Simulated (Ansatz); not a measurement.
```yaml
crystal:
  periodic: [false, false, false]
  atoms:
    - {symbol: Bi, position_ang: [0.064135, 0.393839, 0.912178]}
    - {symbol: H, position_ang: [1.809649, 0.186782, 0.095142]}
    - {symbol: H, position_ang: [-0.844368, 1.307351, -0.161808]}
    - {symbol: I, position_ang: [-0.971503, -1.721789, -0.538794]}
basis:
  gaussian: {orbitals: def2-SVPD, point_charges: [{charge: -1.00, position_ang: [6.488, 0.809, -0.881]}]}
hamiltonian: {xc: {name: revPBE0}, dispersion: d3bj}
scf: {lower_state_search: light}
output: {forces: true}
```

```sh
$ ansatz run in.yaml --threads 4 --pin off --events-out ev --progress --plain --max-ram 3916MiB
```

Shortened log:

```
Functional definition: revPBE0
1007 factors; integrals over basis functions are off by at most 2.8e-4 eV
mean field evaluation 1: about -13976.0989 eV, gradient 1.1e1 eV
mean field evaluation 2: about -13975.8130 eV, gradient 1.5e1 eV
mean field evaluation 4: about -13976.6146 eV, gradient 9.3e-1 eV
mean field evaluation 8: about -13976.6339 eV, gradient 2.7e-2 eV
mean field evaluation 16: about -13976.6339 eV, gradient 6.3e-5 eV
mean field -13976.63388038 eV, -513.6318214014 hartree, gradient 6.3e-5 eV, S^2 0.000000; 0 other end points of the search recorded, 0 dependent functions left out
reference -13976.63392820 eV, -513.6318231585 hartree; 25, 25 occupied and 58, 58 virtual orbitals, 1007 factors
Total energy: -13976.82582945 eV, -513.6388753996 hartree
Atom 0 at     0.064135     0.393839     0.912178 Å, force     2.267028    -1.013842     1.436912 eV/Å
Atom 1 at     1.809649     0.186782     0.095142 Å, force    -1.369964     0.488088     0.264363 eV/Å
Atom 2 at    -0.844368     1.307351    -0.161808 Å, force    -0.499364     1.405094    -1.402545 eV/Å
Atom 3 at    -0.971503    -1.721789    -0.538794 Å, force    -0.364333    -0.892521    -0.325414 eV/Å
Dipole moment:     0.391129     0.539214     0.355095 e Å
```

Hardware: 4 threads of Intel Xeon on a shared host. Wall time 4.7 s.

In the def2 sets Bi, I take a core potential; there is no spin–orbit coupling.
